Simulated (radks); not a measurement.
Results of a calculation; reference values are marked as such.
Task: All-electron atom: K I in [Ar] 4s1. Code: a radial shooting solver on a logarithmic mesh with Libxc functionals. Model: scalar-relativistic Kohn-Sham, LDA (Slater exchange, Perdew-Wang correlation), spin-polarised, spherical densities, finite nucleus; open shells are filled with parallel spins first; Fermi nuclear charge, rms radius 3.4349 fm. Some entries of the table are withheld. Estimate them.

| orbital | occ. | eigenvalue (hartree) | r(max) (bohr) |
|---|---|---|---|
| 1s up | 1 | -129.0432 | 0.05315 |
| 1s down | 1 | -129.0426 | 0.05315 |
| 2s up | 1 | -12.94232 | 0.3190 |
| 2s down | 1 | -12.94170 | 0.3190 |
| 2p up | 3 | -10.28788 | 0.2625 |
| 2p down | 3 | -10.28731 | 0.2625 |
| 3s up | 1 | -1.29090 | 1.076 |
| 3s down | 1 | -1.28924 | 1.076 |
| 3p up | 3 | (1) | 1.153 |
| 3p down | 3 | (2) | 1.153 |
| 4s up | 1 | -0.09653 | 4.010 |
| 4s down | 0 | -0.07322 | 4.022 |

Result: 
(1) 3p up eigenvalue (hartree): -0.69081
(2) 3p down eigenvalue (hartree): -0.68817
